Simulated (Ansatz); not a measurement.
From S to Te: the atomisation energy (no zero-point term)

One atom is swapped for its congeners: C2H3F3S (methyl(trifluoromethyl) sulfide) `CSC(F)(F)F`; Se(CF3)(CH3); Te(CF3)(CH3). All are singlets with charge 0.

Shapes, held fixed at every level: PBE0-D4/def2-TZVP. Programs: Ansatz 0.2.0. Values in eV.

Task: How should the atomisation energy change along the series?

Result: At CCSD(T)/def2-TZVPP the atomisation energy falls at every step, from 33.98 to 32.47 eV. Every level shows the same order. For atoms past krypton def2 sets carry core potentials with scalar relativity. Relativity is left out for Se unless named. Correlated rows may include outer-core shells of Se, Te, which these sets cover unevenly. Spin-orbit coupling, which grows down the group, is left out (summed over each molecule's free atoms 0.08, 0.17, 0.32 eV).

```tsv
level	C2H3F3S	Se(CF3)(CH3)	Te(CF3)(CH3)
HF/def2-SVP	24.31	23.56	22.62
B3LYP-D4/def2-TZVPP	34.82	34.05	33.29
wB97M-V/def2-TZVPP	35.29	34.33	33.47
B2PLYP/def2-TZVPP	34.54	33.78	32.97
CCSD/def2-TZVPP	33.24	32.55	31.70
CCSD(T)/def2-TZVPP	33.98	33.29	32.47
```
